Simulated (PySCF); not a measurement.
# Hartree-Fock beside MP2: BH3O2Si

All numbers below are calculated, not measured. The program is PySCF 2.14.0, an open-source quantum chemistry code, run on an isolated molecule that a program drew, which may never have been made. The molecule is BH3O2Si (charge 0, singlet), drawn as the SMILES string `O=B[SiH2]O`.

The geometry was optimised and harmonic frequencies were computed with HF and MP2, all in the cc-pV(D+d)Z basis, for the commonest isotopes, with a restricted reference for singlets and an unrestricted one otherwise, and a frozen core in MP2. Each result is a local minimum of its method.

Geometry at the HF minimum:
```xyz
7
BH3O2Si, angstrom
O    -2.9348   -3.0392    0.5284
B    -2.5390   -1.9627    0.2240
Si   -1.8853   -0.1177   -0.3071
O    -2.2231    0.9755    0.8716
H    -2.5372    0.2158   -1.5886
H    -0.4247   -0.1632   -0.4535
H    -3.1173    1.1808    1.1001
```

Lengths of the bonds as drawn, in Å (atoms numbered as above):
| bond | HF | MP2 |
|---|---|---|
| O1-B2 | 1.187 | 1.221 |
| B2-Si3 | 2.028 | 2.015 |
| Si3-O4 | 1.643 | 1.668 |
| Si3-H5 | 1.476 | 1.481 |
| Si3-H6 | 1.469 | 1.473 |
| O4-H7 | 0.945 | 0.966 |

Rotational constants, in GHz:
```
constant     HF    MP2
       A  17.61   17.4
       B  2.881  2.835
       C  2.562  2.522
```

Harmonic frequencies in cm^-1, each column in rising order, so a row needn't be the same motion in every method:
```
rank,HF,MP2
1,154,142
2,231,237
3,298,280
4,432,399
5,526,514
6,645,614
7,778,753
8,874,834
9,939,921
10,970,930
11,1026,977
12,2141,?
13,2336,2289
14,2378,2334
15,4174,3892
```

**Estimate the missing MP2 frequency from the HF column.**

A single factor s that minimises the squared misfit of MP2 against s times HF over the other rows is sum(HF x MP2) / sum(HF^2) = 0.9527, with an rms misfit of 35 cm^-1. For rank 12 it gives 0.9527 x 2141 = 2040 cm^-1. The calculation gives 1921 cm^-1, 119 cm^-1 below the estimate. The drawn bonds are on average 1.1 % longer in MP2 than in HF.
